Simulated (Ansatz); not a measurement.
trans-NiH2(AsH3)2 (NiAs2H8), 11 atoms. Hardware: 4 threads of Arm Neoverse V1 on a shared host.

The 6-31G sets use Cartesian d functions.

(1) How many basis functions does each of these Ansatz runs have, and roughly what does it cost? B3LYP-D4/6-31G, charge 0 triplet, energy; PBE0-D4/def2-SVP, charge 0 singlet, energy with a search over starts; HF/6-31G, charge 0 singlet, energy; PBE0-D4/def2-TZVPD, charge -1 doublet at the geometry of the charge 0 singlet, energy, from earlier orbitals; r2SCANh-D4/def2-TZVP, charge 0 triplet, energy, from earlier orbitals; PBE0-D4/def2-TZVP, charge 1 doublet at the geometry of the charge 0 singlet, energy, from earlier orbitals; r2SCAN-D4/def2-TZVPD, charge 0 singlet, energy, from earlier orbitals; PBE0-D4/def2-SVP, charge 0 unrestricted singlet, energy with a search over starts; PBE-D4/def2-TZVP, charge 0 unrestricted singlet, energy, from earlier orbitals; r2SCANh-D4/def2-TZVP, charge 0 singlet, energy, from earlier orbitals; PBE0-D4/def2-SVP, charge 0 triplet, relaxation, 17 steps; BLYP-D4/def2-TZVP, charge 0 singlet, energy, from earlier orbitals.

Answers

(1) Other jobs shared the machine, so times can vary by a factor of up to 3. A dash marks memory too small to be measured apart from the calling script's.

```csv
run,functions,fitting or Cholesky vectors,wall time,peak host memory (GiB)
"HF/6-31G, charge 0 singlet, energy",103,1030,1.3 s,–
"BLYP-D4/def2-TZVP, charge 0 singlet, energy, from earlier orbitals",189,1545,2.7 s,–
"PBE0-D4/def2-SVP, charge 0 singlet, energy with a search over starts",135,1376,3.4 s,–
"PBE-D4/def2-TZVP, charge 0 unrestricted singlet, energy, from earlier orbitals",189,1545,4.7 s,–
"r2SCANh-D4/def2-TZVP, charge 0 singlet, energy, from earlier orbitals",189,1596,8 s,0.75
"r2SCAN-D4/def2-TZVPD, charge 0 singlet, energy, from earlier orbitals",228,1684,8 s,–
"B3LYP-D4/6-31G, charge 0 triplet, energy",103,1032,8.5 s,–
"PBE0-D4/def2-SVP, charge 0 unrestricted singlet, energy with a search over starts",135,1376,9 s,0.58
"PBE0-D4/def2-TZVP, charge 1 doublet at the geometry of the charge 0 singlet, energy, from earlier orbitals",189,1485,14 s,0.78
"r2SCANh-D4/def2-TZVP, charge 0 triplet, energy, from earlier orbitals",189,1484,23 s,0.86
"PBE0-D4/def2-TZVPD, charge -1 doublet at the geometry of the charge 0 singlet, energy, from earlier orbitals",228,1851,25 s,1.1
"PBE0-D4/def2-SVP, charge 0 triplet, relaxation, 17 steps",135,1477,1.8 min,0.63
```
